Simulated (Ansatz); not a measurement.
A structure relaxed at PBE0-D4/def2-TZVP, charge 0, multiplicity 1:

```csv
atom,x (Å),y (Å),z (Å)
C1,0.9971,-0.3222,0.3145
Ge2,-0.6850,0.3489,-0.3547
Cl3,-1.7700,1.2444,1.2696
Cl4,-1.8542,-1.3045,-1.0735
H5,1.5441,-0.8095,-0.4933
H6,1.5884,0.5032,0.7124
H7,0.8023,-1.0438,1.1074
H8,-0.6225,1.3836,-1.4825
```

(1) Give its formula and SMILES.

(2) Point group (tolerance 0.08 Å, 0.16 Å for H)?

(3) Summarise the bond lengths by kind.

Results:

(1) CH4Cl2Ge, `[CH3][GeH]([Cl])[Cl]`.

(2) Cs.

(3) 1 × C–Ge 1.931 Å; 3 × C–H 1.090 Å; 2 × Cl–Ge 2.149 Å; 1 × Ge–H 1.532 Å.

Program: Ansatz 0.2.0.
